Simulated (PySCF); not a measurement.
Compound: C4H7NOSi.
Geometry (GFN2-xTB, Å), atoms numbered from 1 in this order:
```xyz
14
C4H7NOSi angstrom
N      1.7097    2.3466    1.3672
C      1.7892    1.3273    0.8496
Si     1.8900   -0.3392   -0.0099
O      0.5401   -1.1976    0.1866
C     -0.7999   -0.9826   -0.0502
C     -1.4964    0.2228    0.5013
C     -1.2793    0.0878   -0.9795
H      2.1785    0.0016   -1.4058
H      2.8488   -1.1815    0.6819
H     -1.3279   -1.9306   -0.0414
H     -0.8965    0.9455    1.0327
H     -2.4937    0.1013    0.8941
H     -0.5372    0.7243   -1.4358
H     -2.1263   -0.1262   -1.6128
```

The calculation used TDDFT CAM-B3LYP/def2-SVPD, vertical, gas phase, core orbitals frozen in the response (PySCF).

Ground-to-excited transition dipoles (e·a0, same axes as the geometry; the sign carries no meaning), for the states with f of 0.002 or more among the lowest 8:

| state | E (eV) | μx | μy | μz |
| --- | --- | --- | --- | --- |
| S1 | 6.355 | 0.092 | -0.052 | -0.067 |
| S3 | 7.215 | -0.198 | 0.072 | 0.053 |
| S4 | 7.322 | -0.039 | -0.157 | -0.075 |
| S8 | 7.782 | 0.258 | 0.019 | -0.087 |

What oscillator strength does each state have?

f = (2/3) ΔE |μ|² with ΔE in hartree (27.2114 eV).

```tsv
state	|μ|² (au)	|μ| (D)	f
S1	0.016	0.32	0.002
S3	0.047	0.55	0.008
S4	0.032	0.45	0.006
S8	0.075	0.70	0.014
```

How is the summed strength of these states shared among x, y and z?

(2/3) Σ ΔE μα² gives 0.021 for x, 0.006 for y and 0.004 for z, 0.031 in all.

What peak molar absorption coefficient would the strongest computed level give as a lone Gaussian band 0.5 eV wide at half height?

ε(max) = 2.175×10⁸ f / FWHM, with the width in cm⁻¹. S8: 2.175×10⁸ × 0.0143 / 4033 ≈ 770 L mol⁻¹ cm⁻¹.

One conformer stands for the species.
